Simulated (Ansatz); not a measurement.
`F[Si](Cl)(Cl)[GeH3]` + H–F → `F[Si](F)(Cl)[GeH3]` + HCl at 500 K and 1 bar (ligand exchange at the Si–Cl bond).

Program: Ansatz. Geometries: PBE0-D4/def2-TZVP. ΔE: electronic, gas phase. CCSD(T)/CBS adds triple-zeta CCSD(T) − MP2 to the extrapolated MP2 energy (def2 sets, frozen cores). This one scheme is used for every species. For Ge outer-core shells are correlated without core-valence functions, which leaves a few kJ/mol of doubt a bond. Scalar relativity is left out up to krypton.

```tsv
species	CCSD(T)/CBS energy (Eh)	H − E (kJ/mol)	S (J/(mol·K))
`F[Si](Cl)(Cl)[GeH3]`	-3386.51611	129.9	453.2
H–F	-100.39570	39.4	188.7
`F[Si](F)(Cl)[GeH3]`	-3026.54774	131.5	440.2
HCl	-460.38127	32.5	201.9
```

H − E and S are ideal-gas, rigid-rotor, harmonic terms from PBE0-D4/def2-TZVP. 1 Eh = 2625.50 kJ/mol, R = 8.31446 J/(mol·K).

Problem. By hand: ΔE, ΔH, ΔS and ΔG.

Solution. ΔE = (-3026.54774) + (-460.38127) − (-3386.51611) − (-100.39570) = -0.01720 Eh = -45.2 kJ/mol. Δ(H − E) = 131.5 + 32.5 − 129.9 − 39.4 = -5.3, so ΔH = -50.5 kJ/mol. ΔS = 440.2 + 201.9 − 453.2 − 188.7 = 0.2 J/(mol·K). ΔG = -50.5 − 500 × (0.2)/1000 = -50.6 kJ/mol.

Problem. By hand: the equilibrium constant, and the temperature at which ΔG would vanish if ΔH and ΔS stayed fixed.

Solution. log₁₀ K = −ΔG/(RT ln 10) = 5.3. ΔH and −TΔS have one sign here, so there is no such temperature.

The number of gas molecules stays the same, so ΔS is small and ΔH decides. A doubt of 5 kJ/mol in ΔE shifts log₁₀ K by 0.5 here. These are equilibria of isolated gas molecules and say nothing of rates. Largest T1 diagnostic: 0.012 (customary marks: 0.02 for closed shells, 0.045 for open ones).

ΔS is within the doubt of such terms, so its sign, and with it that verdict, could turn.
